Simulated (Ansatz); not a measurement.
CH5BN2, SMILES `N=CBN`. Charge 0, multiplicity 1. All single points use the PBE0-D4/def2-TZVP geometry. It is one conformer, not always the lowest.

```xyz
9

N    -1.533   -0.612    1.267
C    -0.409   -0.196    0.837
B    -0.157   -0.006   -0.703
N     1.083    0.447   -1.130
H    -1.539   -0.682    2.287
H     0.411    0.040    1.541
H    -1.011   -0.245   -1.503
H     1.314    0.591   -2.097
H     1.839    0.664   -0.500
```

Question: What is the dipole moment at r2SCAN/def2-TZVPP? (An estimate is asked.)

Answer: Ansatz gave: 3.48 D, with components (3.29, 1.12, 0.12) D in this frame, pointing from negative to positive charge.

Question: And with PBE, B3LYP, ωB97M-V? (Estimate.)

Answer: Computed: PBE 3.48 D, B3LYP 3.47 D, ωB97M-V 3.48 D.

Question: Give the Mulliken charges with r2SCAN, B3LYP, ωB97M-V in def2-TZVPP. (An estimate is asked.)

Answer: Ansatz gave: 
```tsv
atom	r2SCAN	B3LYP	ωB97M-V
N1	-0.29	-0.23	-0.23
C2	-0.05	-0.09	-0.08
B3	0.13	0.06	0.02
N4	-0.29	-0.25	-0.21
H5	0.15	0.14	0.11
H6	0.02	0.05	0.07
H7	-0.02	0.01	0.06
H8	0.18	0.17	0.14
H9	0.16	0.15	0.12
```

B3LYP here is the variant with VWN-RPA as its local correlation; programs differ in this.
